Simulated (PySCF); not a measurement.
From one molecule to another.

First species: C2H7ClOSi3.
SMILES: `C#C[SiH2][Si@H](Cl)O[SiH3]`

Second species: C2H7ClOSi3.
InChI=1S/C2H7ClOSi3/c3-6-7-2-1-5-4-7/h1-2,7H,5-6H2/t7-/m1/s1

Levels: B3LYP/def2-SVPD for dipole moment, HOMO energy, LUMO energy, HOMO–LUMO gap, static isotropic polarisability and electronic spatial extent ⟨r²⟩ about the centre of nuclear charge; TDDFT B3LYP/def2-SVPD for lowest singlet excitation; TDA B3LYP/def2-SVPD for lowest triplet excitation (Tamm–Dancoff); GFN2-xTB for rotational constant A and rotational constant C. Geometries: GFN2-xTB. Each structure is a single optimised conformer of the isolated species, non-relativistic unless stated; the electronic structure was computed with PySCF and density fitting.

Dipoles, sizes and rotational constants follow the conformer. The torsions of the flexible species, by atom-mapped SMILES:
- `[CH:1]#[C:2][SiH2:3][Si@H:4]([Cl:5])[O:6][SiH3:7]`: C2–Si3–Si4–Cl5 166°, Si3–Si4–O6–Si7 32°
- `[Cl:1][SiH2:2][Si@@H:3]1[CH:4]=[CH:5][SiH2:6][O:7]1`: Cl1–Si2–Si3–C4 -88°

```tsv
property	column X	column Y
dipole moment	2.06 D	1.65 D
HOMO energy	-7.62 eV	-7.71 eV
LUMO energy	-1.29 eV	-0.94 eV
HOMO–LUMO gap	6.33 eV	6.77 eV
lowest singlet excitation	5.49 eV	5.80 eV
lowest triplet excitation (Tamm–Dancoff)	4.24 eV	4.94 eV
static isotropic polarisability	114.7 au	117.1 au
electronic spatial extent ⟨r²⟩ about the centre of nuclear charge	1988 bohr²	1938 bohr²
rotational constant A	3.395 GHz	1.297 GHz
rotational constant C	0.547 GHz	0.567 GHz
```

Which column belongs to which species?

Column X is the second species and column Y the first. The first has 14 atoms and 86 electrons, the second 14 and 86.

How does each property change from the first species to the second?

dipole moment +0.41 D; HOMO energy +0.09 eV; LUMO energy -0.35 eV; HOMO–LUMO gap -0.44 eV; lowest singlet excitation -0.31 eV; lowest triplet excitation (Tamm–Dancoff) -0.70 eV; static isotropic polarisability -2.4 au; electronic spatial extent ⟨r²⟩ about the centre of nuclear charge +50 bohr²; rotational constant A +2.098 GHz; rotational constant C -0.020 GHz.

On the first: The polarisability is 17.35 Å³ as a volume (1 au = 0.148185 Å³), or 1.36 au for each of the 86 electrons.

On the second: The principal polarisabilities are 94.8, 104.4 and 144.8 au; their mean is the isotropic value. The vertical singlet–triplet gap S1 − T1 is 1.25 eV (TDDFT singlet less Tamm–Dancoff triplet; S1: HOMO→LUMO, weight 0.70; T1: HOMO→LUMO, weight 0.36, beside HOMO−1→LUMO, weight 0.27).
